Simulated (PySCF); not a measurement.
# Excitation energy of Ni by level of theory

Ni [Ar] 3d8 4s2 (3F) → Ni [Ar] 3d10 (1S), as a difference of total energies. Computed with PySCF 2.14 in dyall-av2z (16s12p7d2f, 101 functions), with the non-relativistic Hamiltonian (point nucleus). Correlated levels: valence: [Ar] frozen; virtual orbitals above 40 to 60 times the deepest correlated orbital energy dropped. The calculations carry no spin-orbit coupling.

| method | excitation energy (eV) |
| --- | --- |
| UHF | 5.721 |
| MP2 (valence) | -0.562 |
| SCS-MP2 (valence) | 0.315 |
| CCSD (valence) | 2.324 |
| CCSD(T) (valence) | 1.752 |

Question: How much does correlation contribute at CCSD(T) (valence)?

Answer: 1.752 − (5.721) = -3.969 eV, measured against UHF.

A first-order spin-orbit estimate (lowest level to lowest level, LS coupling) adds 0.125 eV.

The coupled-cluster amplitudes are large for the upper state (T1 above 0.03 or a double amplitude above 0.15), so a single reference is strained.
